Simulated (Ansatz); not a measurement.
The first iterations of a band of BrH + H4Sn (7 atoms, charge 0, multiplicity 1).

Computed with RKS PBE/def2-SVP (Ansatz).

```yaml
movable_images: 5
climbing_image: yes
spring: 5.0 eV/Å²
optimiser: quadratic models (default)
start_path: through a guess of the saddle point
force_threshold: 0.05 eV/Å
iteration_limit: 60
end_points: relaxed
```

First end point:

```xyz
7
Properties=species:S:1:pos:R:3
Sn 0.320 0.000 -0.158
H 0.199 0.000 1.571
H 1.990 0.000 -0.587
H -0.446 1.415 -0.771
H -0.446 -1.415 -0.771
Br -3.390 0.000 1.920
H -1.979 0.000 2.204
```

Last end point:

```xyz
7
Properties=species:S:1:pos:R:3
Sn -0.460 0.000 -0.798
H 0.011 0.000 3.641
H 0.876 0.000 0.290
H -0.527 1.431 -1.756
H -0.527 -1.431 -1.756
Br -2.542 0.000 0.635
H -0.583 0.000 3.152
```

| iteration | highest image above the first end (eV) | largest band force component (eV/Å) |
| --- | --- | --- |
| 1 | 1.986 | 4.550 |
| 2 | 1.395 | 1.600 |
| 3 | 0.940 | 1.159 |

Question: Does the band converge within its limit, and where does its top end?

Answer: The run converged. It ended after 11 iterations with the highest image 1.010 eV above the first end. A vibrational analysis at the climbing image gives 2 clearly imaginary modes (883i, 59i cm⁻¹): a point of higher order, so a lower path passes nearby. The orbitals stay closed-shell, which can raise the energy where a bond breaks towards radicals; this wasn't checked here.

The run took 2.3 min on 1 thread of Arm Neoverse V2 (shared host), peak memory 0.15 GiB.
